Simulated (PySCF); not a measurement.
SeH2.
SMILES: `[H][Se][H]`

The closed-shell ground state was solved at several levels (PySCF, density fitting, gas phase). Isolated species at its PBE0-D3(BJ)/def2-SVP geometry, gas phase. Relativistic effects, spin–orbit coupling among them, are left out although an element past zinc is present.

```json
{"level": "B3LYP/pcJ-1 (pcSseg-1 on Se)", "basis functions": "61", "HOMO (eV)": "-6.74", "LUMO (eV)": "0.00", "gap (eV)": "6.74", "dipole (D)": "0.86"}
{"level": "B3LYP/def2-SVPD", "basis functions": "57", "HOMO (eV)": "-6.89", "LUMO (eV)": "-0.44", "gap (eV)": "6.45", "dipole (D)": "0.67"}
{"level": "KT2/pcSseg-1", "basis functions": "51", "HOMO (eV)": "-5.83", "LUMO (eV)": "-0.69", "gap (eV)": "5.14", "dipole (D)": "0.90"}
```

Question: Estimate the row for PBE0/pcSseg-1, a basis of 51 functions; the other rows only guide the guess.

Answer: HOMO -7.02 eV, LUMO 0.28 eV, gap 7.30 eV, dipole 0.96 D.

Question: Over all these levels, which gives the widest orbital gap and which the narrowest?

Answer: PBE0/pcSseg-1 (global hybrid, 25 % exact exchange) has the widest, 7.30 eV, and KT2/pcSseg-1 (GGA) the narrowest, 5.14 eV. The two share the basis. From the narrowest to the widest the HOMO moves by -1.19 eV and the LUMO by +0.97 eV.

Question: How far do the dipole and the HOMO energy spread over the levels?

Answer: The dipole runs from 0.67 to 0.96 D (mean 0.85 D) and the HOMO from -7.02 to -5.83 eV.
